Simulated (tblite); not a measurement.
Compound: C4H4F5 (doublet state).
Z-matrix (Å and degrees, GFN2-xTB geometry), rows numbered from 1:
```
C 
C   1  1.4726
C   2  1.5369  1  112.41
F   3  1.3563  2  110.56  1   178.72
F   3  1.3527  2  111.48  1   -63.64
C   3  1.5512  2  112.82  1    57.97
F   6  1.3334  3  111.20  2   -71.17
F   6  1.3370  3  110.73  2    48.05
F   6  1.3293  3  112.18  2   168.18
H   1  1.0700  2  120.78  3  -122.81
H   1  1.0720  2  119.70  3    54.63
H   2  1.0908  1  112.11  3   121.34
H   2  1.1000  1  111.15  3  -117.02
```

Calculated harmonic vibrations of the isolated species, GFN2-xTB (tblite), most abundant isotopes, no scaling. The method is semi-empirical: single wavenumbers can be off by several per cent or more. One conformer, not necessarily the lowest. Open shells enter through the occupations alone, without spin polarisation, and single modes of such species can be off by tens of per cent.

Harmonic wavenumbers (cm⁻¹): 33.0, 58.7, 95.8, 161.4, 183.0, 227.8, 303.2, 331.8, 353.3, 426.8, 462.5, 504.8, 532.6, 568.9, 588.1, 720.8, 793.3, 963.6, 1022.5, 1083.6, 1099.7, 1112.6, 1132.0, 1143.1, 1148.5, 1231.5, 1277.7, 1381.8, 1427.1, 2876.9, 3008.4, 3153.3, 3205.5.

A = 2010, B = 1627, C = 1343 MHz; mass 147.023 u (most abundant isotopes); point group C1, symmetry number 1; spin multiplicity 2.

Q: Zero-point energy?

A: Half the sum of the wavenumbers: 16307 cm⁻¹ = 46.62 kcal/mol.

Q: Give the ideal-gas entropy at 298.15 K and 1 bar in the rigid-rotor, harmonic-oscillator model (classical rotation).

A: Translation 40.89, rotation 28.68, vibration 29.18, spin (R ln 2) 1.38: S = 100.1 cal/(mol K).

Q: And Cp and H(298.15 K) − H(0)?

A: Cp = 35.94 cal/(mol K), of which vibrations give 27.99 (their classical limit is 33 R = 65.6); H(298.15 K) − H(0) = 6.80 kcal/mol without the zero-point energy, 4.43 from vibrations.

Q: Blend soft modes into free rotors: weight 1/[1 + (100 cm⁻¹/ν̃)⁴] for the oscillator and the rest for a rotor with moment μB/(μ + B), μ = h/(8π²ν), B = 10⁻⁴⁴ kg m². What vibrational entropy results?

A: 26.17 cal/(mol K) in place of 29.18, which changes −T·S at 298.15 K by +0.90 kcal/mol.

Q: How do the functions run with temperature in this model?

A: 
| T (K) | S (cal/(mol K)) | Cp (cal/(mol K)) | H − H(0) (kcal/mol) | G − H(0) (kcal/mol) | ln q(vib) |
| --- | --- | --- | --- | --- | --- |
| 50 | 60.8 | 13.3 | 0.52 | -2.52 | 0.78 |
| 100 | 71.6 | 18.5 | 1.32 | -5.84 | 2.07 |
| 373.15 | 108.8 | 41.2 | 9.70 | -30.89 | 9.06 |
| 500 | 121.8 | 48.1 | 15.38 | -45.54 | 12.06 |
| 750 | 143.1 | 56.6 | 28.59 | -78.77 | 17.46 |
| 1000 | 160.2 | 61.5 | 43.40 | -116.75 | 22.21 |

q(vib) and H(0) count from the zero-point level.

Hindered rotation and anharmonicity are outside this model. Other conformers, if any are populated, would add a mixing term that is left out. The structure is chiral; the term R ln 2 for an equal mix with its mirror image is left out.

Time: 0.24 s. Hardware: one thread of an Intel Xeon 6975P-C, no GPU, on a shared host. The figure is for the frequency step alone.
